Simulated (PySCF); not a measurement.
Run record: geometry optimisation, WOF3 (`[O]=[W]([F])([F])[F]`) [radical].

Computed with PBE0-D3(BJ)/def2-SVP geometry optimisation, gas phase, def2 core potentials past Kr (PySCF 2.14.0). Start geometry: GFN2-xTB. The input is one job of a driver script: a line of settings, then coordinates in Å.

Input:
```
{"job": {"xc": "PBE0", "basis": "def2-SVP", "d3": "d3bj", "grid": 1, "maxiter": 40, "kind": "geom"}, "charge": 0, "multiplicity": 2}
W      0.121220    -0.209500     0.057460
O      0.234050    -0.401530     1.724840
F      1.699980     0.655260    -0.377560
F     -0.638310     1.102390    -1.030880
F     -1.416930    -1.146620    -0.373860
```

Task: Estimate the output.

Result: 
```
step   0  E = -441.33285077  max force = 0.016946
step   1  E = -441.33825506  max force = 0.017772
step   2  E = -441.34314465  max force = 0.015087
step   3  E = -441.34468754  max force = 0.022041
step   4  E = -441.34886221  max force = 0.007536
step   5  E = -441.34913017  max force = 0.010111
step   6  E = -441.34962006  max force = 0.003479
step   7  E = -441.34966236  max force = 0.001855
step   8  E = -441.34967900  max force = 0.000547
step   9  E = -441.34968680  max force = 0.000408
step  10  E = -441.34969645  max force = 0.001096
step  11  E = -441.34970203  max force = 0.001273
step  12  E = -441.34971065  max force = 0.000933
step  13  E = -441.34972072  max force = 0.000489
step  14  E = -441.34972828  max force = 0.000593
step  15  E = -441.34973332  max force = 0.000428
step  16  E = -441.34973970  max force = 0.000086
optimisation converged
```

Energies in Eh; «max force» is the largest Cartesian gradient component in Eh/bohr.

Task: Give the first gradient maximum in eV/Å.

Result: With 1 Eh/bohr = 51.422 eV/Å, 0.871 eV/Å.

Task: How much energy does the optimisation release, in eV?

Result: E(step 0) − E(last step) = 0.016889 Eh, which is 0.460 eV.

In short: final energy -441.34974 Eh after 16 steps; dipole 0.63 D.

Task: Give the final coordinates.

Result: 0.271 Å rms from the input after alignment:
```
atom  x, y, z in Å
W1     0.0345   -0.0376    0.0560
O2     0.1884   -0.4527    1.6859
F3     1.7741    0.3629   -0.4323
F4    -0.8069    1.4216   -0.7745
F5    -1.1901   -1.2942   -0.5352
```

Hardware: one thread of an x86-64 server, shared host. Cost: 3.0 min wall.
Labels such as C1 count atoms from 1, the log's own numbers from 0.

Neither the SCF state along the optimisation nor the shape of the open-shell metal species was proved the lowest: other solutions of the same spin, or a structure of lower symmetry, can lie below.
